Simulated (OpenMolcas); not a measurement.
Ti3+ (d1) in a complex was computed by CASSCF with the d shell active (OpenMolcas, ANO-RCC-VDZP on the metal). Its lowest spin-free states, and all those of the highest spin:

```csv
2S+1,Degeneracy,E (cm-1)
2,2,0.0
2,3,5263
```

**Question.** Is the site octahedral, tetrahedral or cube-like, axial, or of lower symmetry?

**Answer.** The states with 2S+1 = 2 have orbital degeneracies 2, 3. Threefold states need a cubic site. For d1 at this spin an octahedron puts the threefold T2 below the twofold E and a tetrahedron or cube puts the twofold E below the threefold T2, so the site is a tetrahedron or a cube, which this pattern cannot tell apart. The first gap at this spin, 5260 cm-1, is |10Dq| in ligand-field theory. The run had Ti3+ with 4 ligands (chloride) in tetrahedral coordination (Td) at 2.3 Å. A charge of +0.25 e stands 2.6 Å behind each ligand. Ligand basis ANO-RCC-VDZP.

An orbital doublet at a regular site is open to a Jahn-Teller distortion, which this geometry leaves out. Ligand-to-metal charge-transfer states are missing. With metal d orbitals alone and no dynamic correlation the field as a rule comes out too small, by tens of per cent, by up to half for chloride and softer ligands. No measured value stands beside these numbers; the geometry is a model, was not optimised and need not be the one that this ion takes.
